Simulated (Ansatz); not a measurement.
CH4N (SMILES C[NH]) moved off its minimum; all values from Ansatz (a first-principles code), cores frozen in correlated methods. Open shells are unrestricted.
(charge 0, multiplicity 2)
```xyz
6

C     -0.60649     0.14438     0.14068
N      0.71285    -0.25104    -0.22206
H     -0.72884     0.17175     1.21209
H     -1.29479    -0.53264    -0.30734
H     -0.82777     1.17835    -0.17821
H      1.38693     0.31490     0.25075
```

```csv
level,largest force (eV/Å),on atom,rms difference from CCSD(T)/cc-pVTZ (eV/Å),dipole (D)
HF/def2-TZVPP,1.07,C1,0.309,1.92
PBE/def2-TZVPP,1.48,N2,0.267,1.96
r2SCAN/def2-TZVPP,1.17,N2,0.148,1.94
B3LYP/def2-TZVPP,1.09,N2,0.131,1.96
wB97M-V/def2-TZVPP,1.02,N2,0.136,1.97
MP2/cc-pVTZ,1.11,N2,0.087,1.88
CCSD(T)/cc-pVTZ,1.33,N2,0.000,1.87
```

The differences count from one level among others, with limits of its own. Forces at CCSD(T)/cc-pVTZ (eV/Å):

```tsv
atom	Fx	Fy	Fz
C1	0.335	0.893	0.017
N2	0.101	-0.968	-0.904
H3	-0.196	-0.143	0.672
H4	-0.775	-0.394	-0.258
H5	0.018	-0.160	-0.139
H6	0.517	0.772	0.612
```
